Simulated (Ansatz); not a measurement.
One change: `OC1BN1` becomes `B1CN1`.

Ansatz, PBE0-D4/def2-TZVP geometries, multiplicity 1. Each molecule was computed in one conformer, which needn't be the lowest.

| property | `OC1BN1` |
| --- | --- |
| HOMO–LUMO gap (ωB97M-V/def2-TZVPP) / eV | 11.76 |
| HOMO energy (PBE0/def2-TZVPP) / eV | -7.49 |
| HOMO–LUMO gap (PBE/def2-TZVPP) / eV | 5.21 |
| LUMO energy (B3LYP/def2-TZVPP) / eV | -0.14 |
| HOMO energy (PBE/def2-TZVPP) / eV | -6.09 |
| LUMO energy (PBE0/def2-TZVPP) / eV | 0.12 |

**Question.** Give the same properties after the change, and the shifts. (An estimate is asked.)

**Answer.** Computed: 
| property | `B1CN1` | shift |
| --- | --- | --- |
| HOMO–LUMO gap (ωB97M-V/def2-TZVPP) / eV | 12.09 | 0.33 |
| HOMO energy (PBE0/def2-TZVPP) / eV | -7.71 | -0.22 |
| HOMO–LUMO gap (PBE/def2-TZVPP) / eV | 5.65 | 0.44 |
| LUMO energy (B3LYP/def2-TZVPP) / eV | -0.02 | 0.12 |
| HOMO energy (PBE/def2-TZVPP) / eV | -6.41 | -0.32 |
| LUMO energy (PBE0/def2-TZVPP) / eV | 0.23 | 0.11 |

With PBE0 the HOMO falls by 0.22 eV and the LUMO rises by 0.11 eV, so the gap widens by about 0.33 eV. PBE moves the HOMO by -0.32 eV and ωB97M-V by -0.26 eV. The zero-point energy changes by -13.3 kJ/mol with -3 modes.

B3LYP here is the variant with VWN-RPA as its local correlation; programs differ in this.
